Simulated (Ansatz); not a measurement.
Reaction (atomization): `[SiH3]CBC=S` → B• + 2 C• + 7 H• + S• + Si•

Gas-phase electronic energies from Ansatz, PBE0-D4/def2-TZVP geometries. CBS: MP2 limit from def2 TZ/QZ plus the TZ coupled-cluster correction, frozen cores. This one scheme is used for every species, atoms too. For atomizations the MP2-based limit and the directly extrapolated one differ by several kJ/mol either way, and by 10 to 25 for some Ge, Se and Sn compounds, so smaller differences from it don't rank the levels. DFT in def2-TZVPP. B3LYP here is the variant with VWN-RPA as its local correlation; programs differ in this. HSE06 is defined as in plane-wave codes. No spin–orbit coupling; open shells (•) take unrestricted orbitals. Spin–orbit coupling would lower the free atoms: a little for B, C, S, Si. Each species was taken in one conformer, which may not be the lowest.

`[SiH3]CBC=S`:

Z-matrix (Å, degrees):
```
Si
C 1 1.889
H 1 1.485 2 110.8
H 1 1.490 2 108.6 3 119.2
H 1 1.484 2 110.9 3 -121.8
B 2 1.550 1 110.5 3 49.6
H 2 1.094 1 106.5 3 174.5
H 2 1.095 1 104.8 3 -69.7
C 6 1.539 2 122.4 1 90.3
H 6 1.199 2 120.4 1 -85.7
S 9 1.620 6 105.4 2 -90.5
H 9 1.091 6 132.0 2 88.1
```

| level | ΔE (kcal/mol) | difference from CCSD(T)/CBS |
| --- | --- | --- |
| LDA (SPW92) | 1156.5 | 138.1 |
| r2SCAN-D4 | 1027.6 | 9.2 |
| B97M-V | 1029.6 | 11.2 |
| PBE0-D4 | 1024.9 | 6.5 |
| B3LYP-D4 | 1022.8 | 4.4 |
| PBE-QIDH | 1016.9 | -1.5 |
| r2SCAN | 1025.9 | 7.5 |
| PBE0 | 1018.9 | 0.5 |
| B3LYP | 1011.4 | -7.0 |
| HSE06 | 1019.9 | 1.5 |
| HF/def2-SVP | 769.4 | -249.0 |
| CCSD/def2-TZVPP | 978.5 | -39.9 |
| CCSD(T)/def2-TZVPP | 994.1 | -24.3 |
| SCS-MP2/def2-QZVPP | 1018.9 | 0.5 |
| HF/CBS(def2) | 765.6 | -252.8 |
| CCSD/CBS(def2) | 1002.8 | -15.6 |
| CCSD(T)/CBS | 1018.4 | 0 |

Task: What do rigid-rotor, harmonic-oscillator terms from PBE0-D4/def2-TZVP frequencies (298.15 K, 1 bar) make of the CCSD(T)/CBS value? (Estimate.)

Result: Ansatz gave: ΔZPE = -50.8 kcal/mol, ΔH = +980.0 kcal/mol, ΔS = 1249 J/(mol·K), ΔG = +891.0 kcal/mol. Open shells count their whole term as degenerate.

Largest T1 diagnostic among the species: 0.017.

From BLYP to BHLYP (50 % exact exchange), in def2-TZVPP and without D4, ΔE moves by −11.7 kcal/mol: exact exchange takes away binding that semilocal exchange gives to molecules. Leaving LDA and LC-ωPBE aside and taking each functional with its dispersion term where it has one, the values, not all of them listed here, spread over 37.8 kcal/mol, from BHLYP-D4 to PBE-D4. LDA lies +125.5 kcal/mol from PBE without D4, its usual overbinding.
